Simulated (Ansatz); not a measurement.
Geometry optimisation, Ansatz, RKS PBE-D4/def2-SVP.

Input file:

```yaml
crystal:
  periodic: [false, false, false]
  atoms:
    - { symbol: Ti, position_ang: [0.178907, 0.0, 0.008034] }
    - { symbol: Cl, position_ang: [0.342379, 0.0, 2.322126] }
    - { symbol: Cl, position_ang: [2.201302, 0.0, -0.760292] }
    - { symbol: Cl, position_ang: [-0.769548, 1.79135, -0.771771] }
    - { symbol: Cl, position_ang: [-0.769547, -1.791351, -0.771771] }
    - { symbol: H, position_ang: [-2.549128, 2.0e-06, 1.001744] }
    - { symbol: H, position_ang: [-2.125565, -2.0e-06, 1.58663] }
basis:
  gaussian: { orbitals: def2-SVP }
hamiltonian:
  xc: pbe
  dispersion: d4
relax:
  f_tol: 0.03
  max_steps: 50
```

Command:

```bash
$ ansatz run input.yaml --threads 4 --pin off --max-ram 5120MiB --backend cpu --events-out ev --progress --plain --runs-dir out
```

Question: Where does it end, and by what steps?

Answer: The forces met the threshold. After 5 steps the energy has fallen by 0.238 eV; H6 moved furthest, 0.57 Å.

| step | energy less start (eV) | largest force component (eV/Å) | accepted |
| --- | --- | --- | --- |
| 0 | 0.0000 | 1.483 | yes |
| 1 | -0.1896 | 0.347 | yes |
| 2 | -0.2189 | 0.167 | yes |
| 3 | -0.2354 | 0.175 | yes |
| 4 | -0.2375 | 0.048 | yes |
| 5 | -0.2378 | 0.025 | yes |

```xyz
7
Properties=species:S:1:pos:R:3
Ti 0.445 0.000 -0.070
Cl 0.549 0.000 2.102
Cl 2.459 0.000 -0.883
Cl -0.603 1.775 -0.754
Cl -0.603 -1.775 -0.754
H -3.094 0.000 1.175
H -2.643 0.000 1.798
```

Whether the end is a true minimum wasn't checked by a vibrational analysis.

Run time: 5.1 s on 4 threads of Intel(R) Xeon(R) 6975P-C (Granite Rapids), with other jobs on the host, peak memory 0.2 GiB.
